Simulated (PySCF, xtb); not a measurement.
CH₉FN₂Si₂, SMILES FC[SiH2]N[SiH2]N. One conformer was computed; it need not be the lowest.

Harmonic wavenumbers (cm⁻¹) from GFN2-xTB run with xtb at its own minimum, in rising order: 22, 43, 67, 87, 160, 172, 223, 317, 340, 443, 477, 506, 552, 623, 629, 710, 738, 752, 758, 782, 801, 813, 908, 981, 1031, 1201, 1202, 1277, 1451, 1526, 2207, 2239, 2243, 2265, 2959, 2967, 3466, 3485, 3521.

Task: What does PBE-D3(BJ)/def2-SVP in PySCF give at its own minimum? (An estimate is asked for; the answer gives what the named calculation found.)

Result: 22, 37, 78, 136, 164, 198, 278, 315, 372, 417, 460, 568, 627, 674, 689, 767, 820, 841, 857, 859, 900, 915, 932, 939, 1035, 1142, 1190, 1255, 1403, 1488, 2115, 2148, 2166, 2174, 2933, 2989, 3491, 3506, 3590. Paired by order, the mean absolute difference is 47 cm⁻¹ and the zero-point energies are 64.3 and 65.0 kcal/mol.
